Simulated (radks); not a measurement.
Values are calculated unless marked as measured or tabulated.
Question: Coulomb parameter of the 4d shell of the silver ion Ag3+ in the model configuration [Kr] 4d7 5s1, as a second difference U = [E(n + 0.5) + E(n - 0.5) - 2 E(n)] / (0.5)^2 with all orbitals relaxed. "Bare": the charge of the atom changes with n. "Screened": the 5s shell takes up the change at fixed total charge, which measures U(4d,4d) + U(5s,5s) - 2 U(4d,5s). Level of theory: scalar-relativistic Kohn-Sham, PBEsol, spin-unpolarised, spherical densities, finite nucleus; Fermi nuclear charge, rms radius 4.5454 fm (a radial shooting solver on a logarithmic mesh with Libxc functionals). Estimate both.

Answer: U(bare) = 15.872 eV, U(screened by 5s) = 2.464 eV, against the Slater integral F0(4d,4d) = 20.234 eV with frozen orbitals.
